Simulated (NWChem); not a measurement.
Molecule: BNH3, doublet; SMILES [BH]N

In the optimisation the excess spin sits in a' (Cs, its own frame).

Question: Give the equilibrium geometry at PBE-D3(BJ)/def2-SVP, spin-unrestricted (NWChem) as an XYZ file, with the point group.

Answer: point group Cs; any orientation.
```
5

B     -0.1410    -0.8374     0.0000
N     -0.0137     0.5406     0.0000
H      0.7825    -1.6286     0.0000
H      0.8872     1.0347     0.0000
H     -0.8122     1.1791     0.0000
```
